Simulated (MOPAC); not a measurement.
MOPAC input (AM1):

```
AM1 PRECISE GNORM=0.05 LET XYZ UHF MS=0.5 GEO-OK AUX(PRECISION=9) THREADS=1
HGe

Ge   -0.00000000 1   -0.00000000 1   -0.04867710 1
H     0.00000000 1    0.00000000 1    1.55766720 1
```

Output:

```
 *******************************************************************************
 **                                                                           **
 **                              MOPAC v23.2.5                                **
 **                                                                           **
 *******************************************************************************
 ** MOPAC's Digital Object Identifier: https://doi.org/10.5281/zenodo.6511958 **
 **                                                                           **
 ** Please cite the open-source release paper for use of this MOPAC version:  **
 ** J. E. Moussa and J. J. P. Stewart (2026)                                  **
 ** MOPAC: An open-source semiempirical molecular orbital program             **
 ** J. Open Source Softw., 11(119), 8025, https://doi.org/10.21105/joss.08025 **
 *******************************************************************************

                              AM1 CALCULATION RESULTS

 *******************************************************************************
 *  AM1        - The AM1 Hamiltonian to be used
 *  GEO-OK     - OVERRIDE INTERATOMIC DISTANCE AND OTHER SAFETY CHECKS
 *  UHF        - UNRESTRICTED HARTREE-FOCK CALCULATION
 *  MS=        - IN MECI, MAGNETIC COMPONENT OF SPIN =  0.5
 *  LET        - OVERRIDE SOME SAFETY CHECKS
 *  PRECISE    - TIGHTER CRITERIA TO BE USED
 *  XYZ        - CARTESIAN COORDINATE SYSTEM TO BE USED
 *  GNORM      - EXIT WHEN GRADIENT NORM DROPS BELOW 0.050
 *  AUX        - OUTPUT AUXILIARY INFORMATION
 *******************************************************************************
AM1 PRECISE GNORM=0.05 LET XYZ UHF MS=0.5 GEO-OK AUX(PRECISION=9) THREADS=1
 HGe

   ATOM   CHEMICAL          X               Y               Z
  NUMBER   SYMBOL      (ANGSTROMS)     (ANGSTROMS)     (ANGSTROMS)

     1      Ge         -0.00000000  *  -0.00000000  *  -0.04867710  *
     2       H          0.00000000  *   0.00000000  *   1.55766720  *

          CARTESIAN COORDINATES

    NO.       ATOM           X           Y           Z

     1        Ge         -0.0000     -0.0000     -0.0487
     2         H          0.0000      0.0000      1.5577

  H: (AM1): M.J.S. DEWAR ET AL, J. AM. CHEM. SOC. 107 3902-3909 (1985)
 Ge: (AM1): M.J.S.Dewar and C.Jie, Organometallics, 8, 1544, (1989)

           Empirical Formula: H Ge  =     2 atoms

      MOLECULAR POINT GROUP   :   C*v

          UHF CALCULATION, NO. OF ALPHA ELECTRONS =    3
                           NO. OF BETA  ELECTRONS =    2

          Geometry optimization using EF

          DIAGONAL MATRIX USED AS START HESSIAN

 CYCLE:     1  GRAD.:    34.845 HEAT:  77.09054
 CYCLE:     2  GRAD.:    89.875 HEAT:  80.90329
 CYCLE:     3  GRAD.:     6.615 HEAT:  76.06236
 CYCLE:     4  GRAD.:     1.123 HEAT:  76.02895
 CYCLE:     5  GRAD.:     0.017 HEAT:  76.02797

     GRADIENT =  0.01721 IS LESS THAN CUTOFF =  0.05000

 -------------------------------------------------------------------------------
 AM1 PRECISE GNORM=0.05 LET XYZ UHF MS=0.5 GEO-OK AUX(PRECISION=9) THREADS=1
 HGe

     GEOMETRY OPTIMISED USING EIGENVECTOR FOLLOWING (EF).
     SCF FIELD WAS ACHIEVED

                              AM1 CALCULATION
                                                       MOPAC v23.2.5 Linux

          FINAL HEAT OF FORMATION =         76.02797 KCAL/MOL =     318.10104 KJ/MOL

          COSMO AREA              =         77.24 SQUARE ANGSTROMS
          COSMO VOLUME            =         63.35 CUBIC ANGSTROMS

          GRADIENT NORM           =          0.01721          =       0.01217 PER ATOM
          IONIZATION POTENTIAL    =          7.617227 EV
          ALPHA SOMO LUMO (EV)    =         -7.617 -1.549
          BETA  SOMO LUMO (EV)    =         -7.832 -1.288
          NO. OF ALPHA ELECTRONS  =          3
          NO. OF BETA  ELECTRONS  =          2
          MOLECULAR WEIGHT        =         73.5979         POINT GROUP:  C*v

          MOLECULAR DIMENSIONS (Angstroms)

            Atom       Atom       Distance
            H     2   Ge     1     1.52285
            H     2   Ge     1     0.00000
           Ge     1    H     2     0.00000

          SCF CALCULATIONS        =          6

   ATOM   CHEMICAL          X               Y               Z
  NUMBER   SYMBOL      (ANGSTROMS)     (ANGSTROMS)     (ANGSTROMS)

     1      Ge          0.00000000  *   0.00000000  *  -0.00692828  *
     2       H          0.00000000  *  -0.00000000  *   1.51591838  *

                             CARTESIAN COORDINATES

   1   Ge        0.000000000     0.000000000    -0.006928279
   2    H        0.000000000    -0.000000000     1.515918379

           Empirical Formula: H Ge  =     2 atoms

      MOLECULAR POINT GROUP   :   C*v

          ALPHA EIGENVALUES
 -13.29846  -8.38888  -7.61723  -1.54862   1.63830

           BETA EIGENVALUES
 -12.99406  -7.83235  -1.28780  -0.88560   1.93358

              NET ATOMIC CHARGES AND DIPOLE CONTRIBUTIONS

  ATOM NO.   TYPE          CHARGE      No. of ELECS.   s-Pop       p-Pop
    1         Ge           0.235110        3.7649     1.59010     2.17479
    2          H          -0.235110        1.2351     1.23511
 DIPOLE           X         Y         Z       TOTAL
 POINT-CHG.     0.000     0.000    -1.720     1.720
 HYBRID         0.000    -0.000     3.669     3.669
 SUM            0.000    -0.000     1.949     1.949

          ATOMIC ORBITAL ELECTRON POPULATIONS

     Atom    s        px        py        pz
    1 Ge   1.59010   1.00000   0.00000   1.17479
    2  H   1.23511

                    (SZ)    =    0.500000
                    (S**2)  =    0.757539

          ATOMIC ORBITAL SPIN POPULATIONS

    Atom   Total    s     px     py     pz
         Atomic
    1 Ge  1.0429  0.069  1.000  0.000 -0.027
    2  H -0.0429 -0.043

 **********************
 *                    *
 * JOB ENDED NORMALLY *
 *                    *
 **********************

 == MOPAC DONE ==
```
